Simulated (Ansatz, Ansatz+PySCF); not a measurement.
```json
{"atom": "C", "x (Å)": "0.0000", "y (Å)": "0.0000", "z (Å)": "-1.0049"}
{"atom": "C", "x (Å)": "0.0000", "y (Å)": "0.0000", "z (Å)": "1.0049"}
```

Basis set: 6-31G (spherical functions). Correlated methods keep 2 orbitals frozen. Charge 0, multiplicity 1.

Computed with Ansatz (development build ahead of 0.2.0); the reference of a correlated method needn't be the lowest determinant of its kind. Restricted open shells among the atoms or ions are ROHF, correlated in semicanonical orbitals with singles. Restricted functionals stand beside restricted open-shell atoms, which can lie above the unrestricted atoms usual in DFT and then raise those values.

**Question.** Give the atomization energy at this shape (free ground-state atoms in the same class of orbitals less the molecule, no zero-point energy) of singlet C₂ by PBE0 (unrestricted), PBE0 (restricted), full CI (lowest root of this spin), RHF-CCSD(T), RHF-MP2, UHF-MP2, UHF-CCSD(T), RHF-CCSD, RHF, UHF.

**Answer.**

```tsv
method	atomization energy
PBE0 (unrestricted)	1.85 eV
PBE0 (restricted)	1.03 eV
full CI (lowest root of this spin)	1.54 eV
RHF-CCSD(T)	1.42 eV
RHF-MP2	0.98 eV
UHF-MP2	0.57 eV
UHF-CCSD(T)	1.39 eV
RHF-CCSD	1.07 eV
RHF	-2.98 eV
UHF	0.09 eV
```

Caution: the shape is not the minimum. Caution for PBE0 (unrestricted), UHF-MP2, UHF-CCSD(T), UHF: the unrestricted determinant is a mixture of spin states. Caution for PBE0 (restricted), RHF-CCSD(T), RHF-MP2, RHF-CCSD, RHF: an unrestricted determinant lies well below. Caution for RHF-CCSD(T), RHF-MP2, UHF-MP2, UHF-CCSD(T), RHF-CCSD: large amplitudes, a single reference is doubtful. Caution for RHF-CCSD(T): the program doubts this total. Caution for RHF-MP2, UHF-MP2, UHF-CCSD(T): another reference gives a lower total. Caution for UHF-MP2, UHF-CCSD(T), UHF: the determinant may break the point group. Caution for RHF: the molecule lies well above its atoms at this level.

This basis has no polarisation functions and is too small for such energies, which can lie far from measured ones in either direction.
